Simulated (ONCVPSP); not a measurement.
# Reading a pseudo-wave (W)

Columns: radius, all-electron u(r) and pseudo u(r) of the 5s shell (level -79.94 eV) of tungsten in the configuration [Kr] 4d10 4f14 5s2 5p6 5d4 6s1.5 6p0.5; PBEsol, scalar-relativistic, ONCV scheme, ONCVPSP 4.0.1.

```tsv
r (bohr)	all-electron	pseudo
0.125	0.3572	0.0574
0.250	-0.1879	0.1553
0.375	-0.6166	0.3153
0.500	-0.1626	0.5281
0.625	0.4671	0.7566
0.750	0.9105	0.9518
0.875	1.1183	1.0740
1.000	1.1476	1.1051
1.125	1.0695	1.0508
1.250	0.9393	0.9355
1.375	0.7931	0.7928
1.500	0.6513	0.6512
1.625	0.5243	0.5241
1.750	0.4157	0.4156
1.875	0.3258	0.3258
2.000	0.2531	0.2531
2.125	0.1953	0.1953
2.250	0.1499	0.1498
2.375	0.1145	0.1144
2.500	0.0871	0.0871
2.625	0.0661	0.0661
2.750	0.0500	0.0500
2.875	0.0377	0.0377
3.000	0.0284	0.0284
3.125	0.0214	0.0214
3.250	0.0161	0.0161
```

(1) How many radial nodes do the two functions have?

(2) At about which radius was the pseudo-wave matched?

(3) Where does each function peak?

(4) Is the pseudo-wave norm-conserving?

Answers

(1) The all-electron 5s function has n − l − 1 = 4 (the table is too coarse to show those close to the nucleus); the pseudo-wave has 0, since the states of the same l below it are removed with the core.

(2) 1.45 bohr, where the columns begin to agree (steps of 0.12 bohr).

(3) Outermost all-electron maximum near 1.00 bohr, pseudo maximum near 1.00 bohr (to the table’s step).

(4) Yes: the ONCV scheme keeps the norm inside the radius equal to the all-electron one, which fixes the energy derivative of the logarithmic derivative at the level.
